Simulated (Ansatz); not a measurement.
`[NH2][Hf]([OH])([Br])[Br]`. Total charge 0; spin multiplicity 1. Hf takes the def2 core potential.

Z-matrix (Å, degrees):
```
Hf
O 1 1.893
Br 1 2.518 2 112.1
N 1 2.004 2 105.0 3 118.3
Br 1 2.518 2 112.1 3 -123.3
H 2 0.953 1 165.1 3 61.6
H 4 1.011 1 125.1 2 180.0
H 4 1.010 1 125.7 2 -0.0
```

Question: List the harmonic frequencies (cm⁻¹, unscaled) at PBE0-D4/def2-TZVP in Ansatz. (An estimate is asked.)

Answer: Computed: 64, 97, 103, 131, 165, 230, 239, 241, 274, 294, 480, 512, 651, 725, 1542, 3564, 3658, 4002.

Question: Is this a minimum?

Answer: Yes, all 18 modes are real.

Question: Give the ideal-gas thermochemistry at 298.15 K and 1 bar (rigid rotor, harmonic oscillator; point group Cs, symmetry number 1).

Answer: Zero-point energy 101.5 kJ/mol; H(298) − E = 128.9 kJ/mol; entropy 425.6 J/(mol·K), of which translation 182.7, rotation 129.3, vibration 113.6; G(298) − E = 2.0 kJ/mol. Modes under 100 cm⁻¹ are hindered rotations or soft bends, so the harmonic entropy is rough.
